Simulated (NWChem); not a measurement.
# MgSiH₃OCl; SMILES [SiH3][O][Mg][Cl]

```xyz
7

Mg     0.1074    -0.8464    -0.0011
Cl     0.3506    -3.0359     0.0003
O     -0.0911     0.9423    -0.0022
Si    -0.2727     2.5870    -0.0032
H     -1.0702     3.0449    -1.2005
H      1.0669     3.2817    -0.0480
H     -0.9939     3.0549     1.2378
```
Atoms are numbered in this order, from 1.

All runs: NWChem. Pople sets run with spherical d functions. All runs use the structure optimised with PBE-D3(BJ)/def2-SVP. Level: PBE0/6-31+G*; rows give the wavelength of the field.

Task: Among these, which field gives the highest value of “isotropic polarisability (bohr³)”?
(A) 1065 nm
(B) 589 nm
(C) static

Result: B, 589 nm. Values: static 55.2; 1065 nm 55.9; 589 nm 57.7
